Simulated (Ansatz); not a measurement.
Cartesian coordinates (Å):
SMILES: Bc1ccc(S)o1
```xyz
12

B     -2.1546     0.7290    -0.3623
C     -0.8106     0.1152    -0.0651
C     -0.4363    -1.1020     0.4852
C      0.9700    -1.1578     0.5339
C      1.3891     0.0474     0.0022
S      3.0032     0.6524    -0.2409
O      0.3615     0.8033    -0.3530
H     -3.1437     0.0899    -0.0931
H     -2.2409     1.8274    -0.8549
H     -1.1342    -1.8693     0.8163
H      1.6057    -1.9588     0.9028
H      2.5907     1.8233    -0.7711
```
Charge 0, spin multiplicity 1.

Method: Ansatz (a quantum-chemistry and plane-wave program) with frozen-core CCSD(T)/cc-pVTZ // PBE0-D3(BJ)/def2-SVP. The restricted HF reference is unstable towards unrestricted orbitals.

The HF energy is -651.52415 Ha and the MP2 correlation energy is -1.13623 Ha.

Question: Estimate the CCSD correlation energy, the (T) correction, the total energy and the T1 diagnostic.

Answer: 
| Item | Result |
|---|---|
| CCSD correlation energy | -1.16860 Ha |
| (T) correction | -0.06049 Ha |
| CCSD(T) total energy | -652.75325 Ha |
| T1 diagnostic | 0.014 |
